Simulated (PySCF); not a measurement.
Molecule: SMILES C#CC[Si](C)(C)C (C₆H₁₂Si). Atoms near the plane z = 0.8 Å, at the GFN2-xTB optimised geometry (x, y, z in Å): Si4 (-0.3, -0.7, 0.0), C5 (1.6, -0.7, 0.0), C6 (-0.9, 1.1, 0.0), C7 (-0.9, -1.6, 1.5), H11 (2.0, -1.7, 0.0), H13 (2.0, -0.2, 0.9), H15 (-0.7, 1.6, 0.9), H16 (-2.0, 1.1, -0.1), H17 (-2.0, -1.7, 1.5), H18 (-0.5, -2.6, 1.6).

Computed with CAM-B3LYP/def2-SVP in PySCF. The values are rescaled to run from 0 to 1.

```
|1111111111111111111111111111111|
|1111111111111111111111111111111|
|1111111111111111111111111111111|
|1111111111111111111111111111111|
|1111111111111111111111111111111|
|1111111111111111111111111111111|
|1111111111111111111111111111111|
|1111111111111111111111111111111|
|1111111111112111111111111111111|
|1111111111135521111111111111111|
|1111111111149931111111111111111|
|1111111111136631111111111111111|
|1111111111012321111111111111111|
|1111111111001111111111111111111|
|1111111111111110011112111111111|
|1111111111111100011135421111111|
|1111111111111100011259931111111|
|1111111111112210011236521111111|
|1111111111124531111112211111111|
|1111111111236752111001111111111|
|1111111112235642111111111111111|
|1111111112112321111111111111111|
|1111111111101211111111111111111|
|1111111111101111111111111111111|
|1111111111111111111111111111111|
|1111111111111111111111111111111|
|1111111111111111111111111111111|
|1111111111111111111111111111111|
|1111111111111111111111111111111|
|1111111111111111111111111111111|
|1111111111111111111111111111111|
```
Scale: ten equal steps from 0.000 (start of '0') to 1.00 (end of '9'), in the order '0123456789'; x runs from -4.50 to 4.50, y from -4.50 (bottom) to 4.50 (top).

Q: Which quantity is mapped?
A. electron localisation function
B. an orbital amplitude
C. Laplacian of the electron density
D. deformation density (molecule minus spherical neutral atoms)

A: D, deformation density (molecule minus spherical neutral atoms). In full: deformation density (molecule minus spherical neutral atoms) (e/bohr³).
